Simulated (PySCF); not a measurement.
Simulated outer-valence photoelectron spectrum of `[CH3][GeH2][NH2]`. Method used: EOM-IP-CCSD/aug-cc-pVDZ in PySCF, restricted Hartree–Fock reference, frozen core, non-relativistic, gas phase, PBE0-D3(BJ)/def2-SVP geometry.

Each root has a Gaussian of 0.5 eV full width with its one-hole share as area; cross sections and vibrations are left out, and the highest printed point is 100.

```csv
ionisation energy (eV),intensity
8.8,0
9.0,3
9.2,19
9.4,49
9.6,51
9.8,22
10.0,4
10.2,0
10.4,0
10.6,1
10.8,11
11.0,39
11.2,58
11.4,47
11.6,51
11.8,56
12.0,29
12.2,7
12.4,8
12.6,31
12.8,56
13.0,41
13.2,12
13.4,2
13.6,1
13.8,11
14.0,49
14.2,100
14.4,93
14.6,39
14.8,7
15.0,1
15.2,0
15.4,0
15.6,2
15.8,14
16.0,43
16.2,55
16.4,29
16.6,6
16.8,1
17.0,6
17.2,27
17.4,52
17.6,40
17.8,13
18.0,2
```

Task: Where are the maxima, and how many lines lie under the curve?

Result: 7 maxima, at 9.5, 11.2, 11.7, 12.8, 14.3, 16.2 and 17.4 eV, from 8 lines. At this width some lines have no maximum of their own.

Task: List the lines with their holes.

Result: 
| E (eV) | leading hole (HF orbital) | area | Koopmans (eV) |
| --- | --- | --- | --- |
| 9.51 | HOMO | 0.94 | 10.66 |
| 11.18 | HOMO-1 | 0.95 | 11.92 |
| 11.76 | HOMO-2 | 0.95 | 12.49 |
| 12.83 | HOMO-3 | 0.94 | 13.89 |
| 14.21 | HOMO-4 | 0.95 | 15.14 |
| 14.35 | HOMO-5 | 0.95 | 15.35 |
| 16.15 | HOMO-6 | 0.95 | 17.29 |
| 17.44 | HOMO-7 | 0.89 | 18.96 |

The widest gap, 1.80 eV, lies between 14.35 and 16.15 eV. Only orbitals with −ε under 21 eV, eight at most, were ionised, so the high end of the curve may lack lines.

The values belong to the conformer `[CH3:1][GeH2:2][NH2:3]`: H–N3–Ge2–C1 64°, H–N3–Ge2–C1 -172°.
